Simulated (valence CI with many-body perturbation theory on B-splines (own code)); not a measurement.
Values are calculated unless marked as measured or tabulated.
**From CI to CI+MBPT in Pt XXXVII**

Method: valence CI with perturbative core correlation (CI+MBPT): six valence electrons over a frozen Dirac-Fock core [Kr], radial functions for each j: 7 s, 7 p, 8 d, 6 f, 4 g, 1 h, with the one-electron correlation potential Σ1 (screened to all orders), the two-electron term Σ2, the three-electron term Σ3, Breit, model QED; selected single and double excitations, second order for the rest, scaled by the run's own slope (own B-spline code, finite nucleus).

The last digits are not significant, and no measured levels were compared; by estimate large intervals hold to a few tenths of a per cent, small ones and those within an open d or f shell to about a per cent. Core correlation moves these levels by up to 9300 cm⁻¹, and in measured spectra 5 to 20 % of such shifts remained as error; rates that hang on mixing are uncertain with them. Among the levels kept, up to 720 cm⁻¹ of a level comes from second order outside the variational space, and about a tenth of that is noise between levels of different J, which matters for small intervals. Only levels of the ground parity were solved; by the run's estimate the other parity begins above the list, which can be wrong where configurations are misplaced.

Each rung adds one term. CI alone is the Dirac-Coulomb CI over the frozen core; QED comes last and gives the full result, which names the levels. Energies are above (4d3/2^4 4d5/2^2) J=4 on the same rung, in eV.

Levels are named by their leading jj configuration (3d3/2^4 stands for four electrons in 3d with j = 3/2), which in mixed levels can hold well under half, so a name can repeat and another be missing. Letters in brackets count levels of one name in rising energy.

| Level | CI alone |
| --- | --- |
| (4d3/2^4 4d5/2^2) J=2 | 2.996 |
| (4d3/2^4 4d5/2^2) J=0 | 9.632 |
| (4d3/2^3 4d5/2^3) J=3 [a] | 19.799 |
| (4d3/2^3 4d5/2^3) J=4 [a] | 20.998 |
| (4d3/2^3 4d5/2^3) J=1 [a] | 21.661 |
| (4d3/2^3 4d5/2^3) J=5 | 24.849 |
| (4d3/2^3 4d5/2^3) J=6 | 25.325 |
| (4d3/2^3 4d5/2^3) J=2 [a] | 27.137 |
| (4d3/2^3 4d5/2^3) J=3 [b] | 27.762 |
| (4d3/2^3 4d5/2^3) J=0 | 31.529 |
| (4d3/2^3 4d5/2^3) J=1 [b] | 32.880 |
| (4d3/2^3 4d5/2^3) J=2 [b] | 33.011 |
| (4d3/2^3 4d5/2^3) J=4 [b] | 33.426 |
| (4d3/2^3 4d5/2^3) J=3 [c] | 34.362 |
| (4d3/2^2 4d5/2^4) J=2 [a] | 42.546 |
| (4d3/2^2 4d5/2^4) J=0 [a] | 43.692 |

Task: What do these energies become with core correlation, Breit and QED?

Result: (4d3/2^4 4d5/2^2) J=2 2.905 (-0.0905); (4d3/2^4 4d5/2^2) J=0 9.825 (+0.1928); (4d3/2^3 4d5/2^3) J=3 [a] 19.887 (+0.0884); (4d3/2^3 4d5/2^3) J=4 [a] 20.825 (-0.1733); (4d3/2^3 4d5/2^3) J=1 [a] 21.810 (+0.1494); (4d3/2^3 4d5/2^3) J=5 24.205 (-0.6443); (4d3/2^3 4d5/2^3) J=6 24.493 (-0.8320); (4d3/2^3 4d5/2^3) J=2 [a] 26.604 (-0.5333); (4d3/2^3 4d5/2^3) J=3 [b] 27.246 (-0.5161); (4d3/2^3 4d5/2^3) J=0 30.646 (-0.8832); (4d3/2^3 4d5/2^3) J=1 [b] 32.261 (-0.6188); (4d3/2^3 4d5/2^3) J=2 [b] 32.491 (-0.5203); (4d3/2^3 4d5/2^3) J=4 [b] 32.669 (-0.7565); (4d3/2^3 4d5/2^3) J=3 [c] 33.497 (-0.8649); (4d3/2^2 4d5/2^4) J=2 [a] 42.564 (+0.0183); (4d3/2^2 4d5/2^4) J=0 [a] 43.889 (+0.1970).

Task: How does the ionisation energy move along the ladder, and which term matters most?

Result: CI alone 1619.1, + Σ1 1621.7, + Σ2 1625.8, + Σ3 1626.0, + Breit 1625.4, + QED 1625.4 eV. The largest step is Σ2, 4.1 eV. NIST lists 1624 ± 5 eV (theoretical).
